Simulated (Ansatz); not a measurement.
`C#[C][Ga]([F])[Cl]` → 2 C• + Cl• + F• + Ga• + H•  (atomization)

Computed with Ansatz on PBE0-D4/def2-TZVP structures; ΔE is electronic, products minus reactants. CCSD(T)/CBS is the MP2 limit (def2-TZVPP, def2-QZVPP) plus CCSD(T) − MP2 in def2-TZVPP, frozen cores. This one scheme is used for every species, atoms too. Functionals use def2-TZVPP. B3LYP here is the variant with VWN-RPA as its local correlation; programs differ in this. No spin–orbit coupling; open shells (•) take unrestricted orbitals. Spin–orbit coupling would lower the free atoms: a little for C, Cl, F; clearly for Ga. For Ga outer-core shells are correlated without core-valence functions, so the limit isn't a true one: a few kJ/mol of doubt a bond, and 10 to 20 or more in all where bonds break to atoms. Scalar relativity is left out up to krypton.

`C#[C][Ga]([F])[Cl]`:

Cartesian coordinates in Å:
```
C 1.033 0.942 1.308
C 0.364 0.334 0.510
Ga -0.668 -0.603 -0.753
F -1.958 -1.647 -0.236
Cl -0.396 -0.504 -2.845
H 1.624 1.477 2.016
```

```json
{"level": "r2SCANh-D4", "ΔE (kJ/mol)": "2365.1"}
{"level": "ωB97X-V", "ΔE (kJ/mol)": "2374.5"}
{"level": "B3LYP", "ΔE (kJ/mol)": "2316.8"}
{"level": "CCSD(T)/def2-SVP", "ΔE (kJ/mol)": "2264.2"}
```

What does CCSD(T)/CBS give? (An estimate is asked.)

The calculation gave: +2383.6 kJ/mol. The listed levels differ from it by -18.5, -9.1, -66.8, -119.4 kJ/mol.

Largest T1 diagnostic among the species: 0.014.

In def2-TZVPP, CCSD(T) changes the Hartree–Fock value by +621.3 kJ/mol (the triples alone add +57.3 kJ/mol) and MP2 by +739.6 kJ/mol; breaking electron pairs costs correlation energy, which Hartree–Fock lacks. The D4 term adds +22.9 kJ/mol with B3LYP and +12.0 kJ/mol with PBE0; it sums over pairs of atoms, weighted by their polarisabilities, and B3LYP, whose exchange is more repulsive, gets the larger term. From BLYP to BHLYP (50 % exact exchange), in def2-TZVPP and without D4, ΔE moves by −94.0 kJ/mol: exact exchange takes away binding that semilocal exchange gives to molecules.

For atomizations the MP2-based limit and the directly extrapolated one differ by several kJ/mol either way, and by 10 to 25 for some Ge, Se and Sn compounds, so smaller differences from it don't rank the levels.
